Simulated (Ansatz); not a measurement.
System: CH₅Al, net charge 0, singlet state. 
Structure (B3LYP-D3(BJ)/def2-TZVP (Ansatz, a program for electronic structure) minimum search):
SMILES: [AlH2][CH3]
```xyz
7

C     -1.2332    -0.0346     0.1111
Al     0.7126     0.0257    -0.0661
H     -1.6831    -0.6311    -0.6886
H     -1.5140    -0.5251     1.0496
H     -1.6987     0.9525     0.1013
H      1.5319    -1.3232    -0.2072
H      1.4994     1.4007    -0.0623
```
Charge 0, spin multiplicity 1.

Quantity: atomisation energy (electronic, to ground-state atoms), in kcal/mol. Cores are frozen in the correlated levels unless marked. Open shells are spin-unrestricted. No spin-orbit coupling. Non-relativistic unless marked X2C. The coupled-cluster limit lacks core correlation, which all-electron functionals hold. CBS(X,Y): correlation extrapolated as X^-3; Hartree-Fock from the larger set (for Q and 5 zeta extrapolated as (X+1)exp(-9√X)). The bracket is a focal-point correction in the basis named.

```csv
level,program,atomisation energy (kcal/mol),minus last row
HF/STO-3G,Ansatz,583.3,65.1
revPBE-D3(BJ)/def2-TZVPD,Ansatz + dftd3,506.5,-11.7
HSE06/def2-TZVPD,Ansatz,511.9,-6.3
LC-wPBE/def2-TZVPD,Ansatz,514.6,-3.6
wB97M-V/def2-TZVPD,Ansatz,518.7,0.5
B2GP-PLYP-D3(BJ)/def2-TZVPD,Ansatz + dftd3,511.2,-7.0
MP2/def2-SVPD,Ansatz,496.5,-21.7
MP2/aug-cc-pV(T+d)Z,Ansatz,508.3,-9.9
"MP2/CBS(cc-pV(T+d)Z,cc-pV(Q+d)Z)",Ansatz,517.7,-0.5
RI-MP2/def2-QZVPPD,Ansatz,513.1,-5.1
SCS-MP2/cc-pV(T+d)Z,Ansatz,510.2,-8.0
CCSD/def2-SVP,Ansatz,493.0,-25.2
CCSD/def2-QZVPPD,Ansatz,510.7,-7.5
CCSD(T)/def2-SVPD,Ansatz,498.9,-19.3
CCSD(T)/cc-pV(Q+d)Z,Ansatz,514.8,-3.4
X2C-CCSD(T)/cc-pVTZ-DK,Ansatz,506.4,-11.8
"RI-MP2/CBS(aug-cc-pV(T+d)Z,aug-cc-pV(Q+d)Z)+[CCSD(T)-MP2]/aug-cc-pV(D+d)Z",Ansatz,519.2,1.0
"RI-MP2/CBS(aug-cc-pV(T+d)Z,aug-cc-pV(Q+d)Z)+[CCSD(T)-MP2]/aug-cc-pV(T+d)Z",Ansatz,519.7,1.5
"CCSD(T)/CBS(aug-cc-pV(T+d)Z,aug-cc-pV(Q+d)Z)",Ansatz,518.7,0.5
"CCSD(T)/CBS(def2-TZVPPD,def2-QZVPPD)",Ansatz,518.5,0.3
"CCSD(T)/CBS(cc-pV(Q+d)Z,cc-pV(5+d)Z)",Ansatz,518.2,0.0
```
